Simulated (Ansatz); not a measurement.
Reaction (atomization): `[F][SbH][SH]` → F• + 2 H• + S• + Sb•

Isolated molecules relaxed with PBE0-D4/def2-TZVP in Ansatz; ΔE leaves out vibrations. CCSD(T)/CBS is the MP2 limit (def2-TZVPP, def2-QZVPP) plus CCSD(T) − MP2 in def2-TZVPP, frozen cores. This one scheme is used for every species, atoms too. Functionals use def2-TZVPP. Open shells (•) are unrestricted, without spin–orbit coupling. Spin–orbit coupling would lower the free atoms: a little for F, S. def2 core potentials past Kr. For Sb outer-core shells are correlated without core-valence functions, so the limit isn't a true one: a few kJ/mol of doubt a bond, and 10 to 20 or more in all where bonds break to atoms. Each species was taken in one conformer, which may not be the lowest.

CCSD(T)/CBS gives +1326.2 kJ/mol.

(1) Another level gave +1260.6 kJ/mol. Which?
A. LDA (SPW92)/def2-TZVPP
B. ωB97M-V/def2-TZVPP
C. MP2/def2-TZVPP
D. BLYP-D4/def2-TZVPP

Largest T1 diagnostic among the species: 0.014.

## Answers

(1) C. MP2/def2-TZVPP 1260.6, BLYP-D4 1347.7, ωB97M-V 1316.9, LDA (SPW92) 1576.5 kJ/mol.

Leaving LDA and LC-ωPBE aside and taking each functional with its dispersion term where it has one, the values, not all of them listed here, spread over 108.8 kJ/mol, from BHLYP-D4 to PBE-D4. LDA lies +231.0 kJ/mol from PBE without D4, its usual overbinding. From BLYP to BHLYP (50 % exact exchange), in def2-TZVPP and without D4, ΔE moves by −92.4 kJ/mol: exact exchange takes away binding that semilocal exchange gives to molecules.

For atomizations the MP2-based limit and the directly extrapolated one differ by several kJ/mol either way, and by 10 to 25 for some Ge, Se and Sn compounds, so smaller differences from it don't rank the levels.
